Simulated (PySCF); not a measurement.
**Dipole response of Te²⁺ (tellurium, charge +2)**

[Kr] 4d10 5s2 5p2, high-spin 3P determinant. Computed with PySCF 2.14 in def2-QZVPPD with the def2 core potential (28 electrons) (8s7p5d4f1g, 91 functions), with scalar relativity through the core potential. Coupled (time-dependent) response in atomic units; α is the mean over directions.

| method | mean α (bohr³) | α xx, yy, zz | C₆ (like pair) | S(−4) |
| --- | --- | --- | --- | --- |
| UHF | 15.54 | 15.60, 15.51, 15.51 | 105.2 | 58.64 |
| PBE | 14.89 | 14.55, 15.07, 15.07 | 99.94 | 52.29 |
| PBE0 | 14.94 | 14.74, 15.05, 15.05 | 100.4 | 52.50 |
| B97-3 | 14.88 | 14.67, 14.99, 14.99 | 99.90 | 51.79 |

S(−4) is the Cauchy moment in α(ω) = α(0) + S(−4) ω² + …

Spin-orbit coupling is absent.

α(iu) at PBE:

```json
{"u (hartree)": "0", "α(iu) (bohr³)": "14.89"}
{"u (hartree)": "0.0500", "α(iu) (bohr³)": "14.76"}
{"u (hartree)": "0.100", "α(iu) (bohr³)": "14.39"}
{"u (hartree)": "0.200", "α(iu) (bohr³)": "13.09"}
{"u (hartree)": "0.300", "α(iu) (bohr³)": "11.43"}
{"u (hartree)": "0.500", "α(iu) (bohr³)": "8.308"}
{"u (hartree)": "0.750", "α(iu) (bohr³)": "5.685"}
{"u (hartree)": "1.00", "α(iu) (bohr³)": "4.144"}
{"u (hartree)": "1.50", "α(iu) (bohr³)": "2.579"}
{"u (hartree)": "2.00", "α(iu) (bohr³)": "1.825"}
{"u (hartree)": "3.00", "α(iu) (bohr³)": "1.092"}
{"u (hartree)": "5.00", "α(iu) (bohr³)": "0.5266"}
```

A single London oscillator, α(iu) = α/(1 + u²/ω²), gives C₆ = (3/4) ω α². Matching the computed C₆ needs ω = 4 × 99.94 / (3 × 14.89²) = 0.601 hartree.

For an ion, C₆ is the dispersion term alone; charge-induced terms of lower order in 1/R come first.

The components differ because the open shell of this determinant is not spherical; for a pure term their mean is the scalar polarisability.

Energies and moments cover only the electrons outside the core potential.
